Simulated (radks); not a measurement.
The numbers below are computed, except where a source is named.
Fractional charge and spin in the 3d shell of germanium: the spin-up occupation runs from 4 to 5 and the spin-down occupation from 4 to 5; the fullest corner is Ge3+, [Ar] 4s(up 0.5, down 0.5) 3d(up 5, down 5). Code: a radial shooting solver on a logarithmic mesh with Libxc functionals. Model: scalar-relativistic Kohn-Sham, PBE, spin-polarised, spherical densities, point nucleus. Energy (eV) minus the two flat planes that join the four corners (they meet along the diagonal where the two added fractions sum to one electron); zero is where a piecewise linear energy would lie.

\begin{tabular}{lrrrrr}
down \ up & 4 & 4.25 & 4.5 & 4.75 & 5 \\ \hline
4 & 0.000 & -2.517 & -3.334 & -2.484 & 0.000 \\
4.25 & -2.517 & -3.244 & -2.308 & 0.259 & -2.293 \\
4.5 & -3.334 & -2.308 & 0.346 & -2.124 & -3.034 \\
4.75 & -2.484 & 0.259 & -2.124 & -2.951 & -2.257 \\
5 & 0.000 & -2.293 & -3.034 & -2.257 & 0.000 \\
\end{tabular}

Corners above the fullest one (they belong to Ge4+ and the next ion): (up 5, down 4) 75.026 eV, (up 4, down 5) 75.026 eV, (up 4, down 4) 176.92 eV. With half an added electron in each spin the energy lies 0.346 eV from the planes, and with half an added electron in spin up alone -3.334 eV. The planes are only a guide here: the flat-plane condition holds for ground states with one frontier orbital, while this shell lies below other occupied shells, so the corners above the fullest one are inner-hole states and not the ground states of those ions.
